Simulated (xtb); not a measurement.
BClH₄OSi, SMILES [SiH3]OBCl. All values are semi-empirical tight-binding results from xtb (GFN2-xTB unless named), good for trends rather than for accurate numbers. Geometry optimised at GFN2-xTB. One conformer was computed; it need not be the lowest.

A frequency run showed that this geometry is not a minimum.

```yaml
point_group_as_xtb_finds_it: Cs
orbital_gap: 4.87 eV
dipole_moment: 2.54 D
static polarisability (D4 model): 61.5 bohr³
solvation energy, GFN2-xTB/ALPB(water): -0.4 kcal/mol
solvation energy, GFN2-xTB/ALPB(dmf): -3.5 kcal/mol
```
